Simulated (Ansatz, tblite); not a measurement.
Cost and result up the ladder for In₅ (5 atoms). Total charge 0; doublet. Geometry: PBE0-D4/def2-SVP.

Cartesian coordinates in Å:
```
In -2.0251 -0.3883 0.8195
In 0.8171 -2.3415 -0.4406
In -0.1085 1.6486 1.7459
In 1.8243 1.1872 -0.4361
In -0.5077 -0.1061 -1.6886
```

Ansatz on 4 threads of Arm Neoverse V2 on a shared host; xTB runs through tblite on one thread. Times are rough, summed over both states, and most runs start from the orbitals of an earlier one. PBE0-D4/def2-TZVP serves as the yardstick here, not as an exact answer. The other state is a quartet at its own geometry, which has other bonds, so the gap mixes isomer and spin.

In the def2 sets In takes a core potential; there is no spin–orbit coupling. The xTB rows come from tblite. HOMO above LUMO, or a gap near zero within one spin, warns that the state may not be the lowest or that an electron is smeared out. The structure comes from a short search, and lower isomers may exist.

Run but left out: HF/def2-SVP, HF/def2-TZVP, MP2/def2-SVP, MP2/def2-TZVP, CCSD/def2-SVP, CCSD(T)/def2-SVP (doublet: ⟨S²⟩ 1.94 to 1.96, where a pure state has 0.75).

xTB has no spin-polarisation term.

```
                            level  functions  quartet − doublet (eV)  difference from PBE0-D4/def2-TZVP (eV)                                  remarks
                PBE0-D4/def2-TZVP        250                    0.29                                    0.00                                        –
                         GFN1-xTB         45                    0.03                                   -0.26                                        –
                 PBE-D4/def2-TZVP        250                    0.39                                    0.10                                        –
            LDA (SPW92)/def2-TZVP        250                    0.44                                    0.15  gap within one spin near zero (quartet)
r2SCAN-D4/def2-TZVP (with forces)        250                    0.27                                   -0.02                                        –
```

Q: Estimate how long each takes.

A: GFN1-xTB 0.01 s; LDA (SPW92)/def2-TZVP 8.2 s; PBE-D4/def2-TZVP 19 s; r2SCAN-D4/def2-TZVP (with forces) 71 s; PBE0-D4/def2-TZVP 1.8 min. On shared hardware such times vary by a factor of up to 3.
